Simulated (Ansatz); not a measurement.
This Ansatz (an electronic-structure program) input (MP2/aug-cc-pV(Q+d)Z) gives -489.92289 Eh with 341 basis functions. A basis named .json is the Basis Set Exchange file of that set (core-valence sets with the plain set on hydrogen).

Ansatz 0.2 input:
```yaml
crystal:
  periodic: [false, false, false]
  atoms:
    - {symbol: Si, position_ang: [0.23221123, -0.14228547, 0.35668380]}
    - {symbol: F, position_ang: [-0.90078658, -0.95744892, -0.40825915]}
    - {symbol: F, position_ang: [0.39676744, 1.26628240, -0.36593023]}
    - {symbol: H, position_ang: [1.49823902, -0.87873003, 0.23656190]}
    - {symbol: H, position_ang: [-0.21302390, 0.09122531, 1.73756926]}
basis:
  gaussian:
    orbitals: aug-cc-pV_Q+d_Z.json
magnetization: {spin_polarized: false}
correlation: {method: mp2, electrons: outside_noble_gas}
```

Change:
```diff
- orbitals: aug-cc-pV_Q+d_Z.json
+ orbitals: aug-pcseg-3
```

Problem. What does the run give now?

Solution. -489.90229 Eh (MP2/aug-pcseg-3, 357 functions), a change of +20.60 mEh.
